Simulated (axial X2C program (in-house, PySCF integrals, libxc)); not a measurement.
**Outer orbitals of GaB⁻ at 2.067 Å, PW91**

Calculated with an in-house relativistic program for diatomic molecules. Spin-free means the one-electron spin-free X2C Hamiltonian; two-component (2c) means X2C with spin–orbit coupling and atomic mean-field two-electron Coulomb and Gaunt terms, so the difference of the two also holds small scalar two-electron terms. Basis: Ga dyall-acv3z [10s10p8d5f1g], B dyall-av3z [8s7p3d2f] (cores contracted in-house); Gaussian nuclei, density fitting, unrestricted open shells. Masses: Ga 68.926 u, B 11.009 u.

The distance is close to the 2c PBE0 minimum; the highest filled and lowest empty levels are listed.

Spin-free orbitals, state M_S = 3/2, Λ = 0 (beyond evenly filled blocks: σα, π+α, π-α) (Löwdin shares):

| symmetry | occupied | ε (eV) | atomic character |
| --- | --- | --- | --- |
| σα | yes | -13.48 | 99% Ga d |
| δ-α | yes | -13.48 | 100% Ga d |
| δ+α | yes | -13.48 | 100% Ga d |
| π+α | yes | -13.41 | 100% Ga d |
| π-α | yes | -13.41 | 100% Ga d |
| δ-β | yes | -13.40 | 100% Ga d |
| δ+β | yes | -13.40 | 100% Ga d |
| σβ | yes | -13.38 | 99% Ga d |
| π+β | yes | -13.32 | 100% Ga d |
| π-β | yes | -13.32 | 100% Ga d |
| σα | yes | -6.13 | 40% B s, 36% Ga s, 10% B p |
| σβ | yes | -4.81 | 43% Ga s, 33% B s, 12% B p |
| σα | yes | -2.30 | 25% B s, 25% Ga s, 20% B p |
| σβ | yes | -0.99 | 29% Ga p, 28% B s, 20% Ga s |
| π-α | yes | 0.57 | 56% B p, 37% Ga p, 3% Ga d |
| π+α | yes | 0.57 | 56% B p, 37% Ga p, 3% Ga d |
| σα | yes | 0.79 | 44% B p, 28% Ga p, 15% Ga s |
| π-β | no | 1.81 | 49% Ga p, 45% B p, 3% B d |
| π+β | no | 1.81 | 49% Ga p, 45% B p, 3% B d |
| σα | no | 1.98 | 80% Ga p, 12% B p, 4% Ga s |
| σβ | no | 2.04 | 36% B p, 28% Ga s, 19% Ga p |

The highest filled level is positive, so this functional does not bind it, and the empty levels of an anion are set by the basis.

Spinors with spin–orbit coupling (state Ω = 3/2):

```json
{"ω": "-3/2", "occupied": "yes", "ε (eV)": "-13.71", "atomic character": "100% Ga d", "λ mixture": "89% δ, 11% π"}
{"ω": "3/2", "occupied": "yes", "ε (eV)": "-13.66", "atomic character": "100% Ga d", "λ mixture": "80% δ, 20% π"}
{"ω": "1/2", "occupied": "yes", "ε (eV)": "-13.65", "atomic character": "99% Ga d", "λ mixture": "59% σ, 41% π"}
{"ω": "-1/2", "occupied": "yes", "ε (eV)": "-13.65", "atomic character": "99% Ga d", "λ mixture": "63% π, 37% σ"}
{"ω": "5/2", "occupied": "yes", "ε (eV)": "-13.32", "atomic character": "100% Ga d", "λ mixture": "100% δ"}
{"ω": "3/2", "occupied": "yes", "ε (eV)": "-13.25", "atomic character": "100% Ga d", "λ mixture": "80% π, 20% δ"}
{"ω": "-5/2", "occupied": "yes", "ε (eV)": "-13.25", "atomic character": "100% Ga d", "λ mixture": "100% δ"}
{"ω": "1/2", "occupied": "yes", "ε (eV)": "-13.25", "atomic character": "99% Ga d", "λ mixture": "59% π, 41% σ"}
{"ω": "-1/2", "occupied": "yes", "ε (eV)": "-13.24", "atomic character": "99% Ga d", "λ mixture": "63% σ, 37% π"}
{"ω": "-3/2", "occupied": "yes", "ε (eV)": "-13.19", "atomic character": "100% Ga d", "λ mixture": "89% π, 11% δ"}
{"ω": "1/2", "occupied": "yes", "ε (eV)": "-6.13", "atomic character": "40% B s, 36% Ga s, 10% B p", "λ mixture": "100% σ"}
{"ω": "-1/2", "occupied": "yes", "ε (eV)": "-4.81", "atomic character": "43% Ga s, 33% B s, 12% B p", "λ mixture": "100% σ"}
{"ω": "1/2", "occupied": "yes", "ε (eV)": "-2.30", "atomic character": "25% B s, 25% Ga s, 20% B p", "λ mixture": "100% σ"}
{"ω": "-1/2", "occupied": "yes", "ε (eV)": "-0.99", "atomic character": "29% Ga p, 28% B s, 20% Ga s", "λ mixture": "100% σ"}
{"ω": "-1/2", "occupied": "yes", "ε (eV)": "0.56", "atomic character": "56% B p, 37% Ga p, 2% Ga d", "λ mixture": "100% π"}
{"ω": "3/2", "occupied": "yes", "ε (eV)": "0.59", "atomic character": "56% B p, 36% Ga p, 3% Ga d", "λ mixture": "100% π"}
{"ω": "1/2", "occupied": "yes", "ε (eV)": "0.79", "atomic character": "44% B p, 28% Ga p, 15% Ga s", "λ mixture": "100% σ"}
{"ω": "1/2", "occupied": "no", "ε (eV)": "1.79", "atomic character": "50% Ga p, 45% B p, 3% B d", "λ mixture": "100% π"}
{"ω": "-3/2", "occupied": "no", "ε (eV)": "1.83", "atomic character": "49% Ga p, 45% B p, 3% B d", "λ mixture": "100% π"}
{"ω": "1/2", "occupied": "no", "ε (eV)": "1.98", "atomic character": "84% Ga p, 10% B p, 2% Ga s", "λ mixture": "100% σ"}
{"ω": "-1/2", "occupied": "no", "ε (eV)": "2.04", "atomic character": "36% B p, 27% Ga s, 19% Ga p", "λ mixture": "100% σ"}
```

The highest filled level is positive, so this functional does not bind it, and the empty levels of an anion are set by the basis.

Mulliken charges and populations of the two-component result (they depend on the basis, above all on diffuse functions):

Ga -0.49 e (s 8.02 p 13.43 d 10.03), B -0.51 e (s 3.60 p 1.88 d 0.03). ⟨Lz⟩ = 0.00 ħ and ⟨Sz⟩ = 1.50 ħ (0.67 and 0.83 on the two atoms), which add up to Ω.

The state is a single determinant with fixed occupations, the lowest that a limited PBE0 search found. Density functionals use the spin component along the axis (collinear). Other states lie close and PBE0, whose exact exchange favours high spin, may order them wrongly; the determinant shown need not be the ground state. The nearest other spin-free determinant of the search, M_S = 1/2, Λ = 0, lies 0.27 eV up at the distance of the search. With several unpaired electrons one determinant need not be a pure state. The highest occupied level of some functionals is positive through self-interaction error; at Hartree–Fock it is bound. This is the top spin component of a Σ state; components of lower Ω are not single determinants and can lie lower.
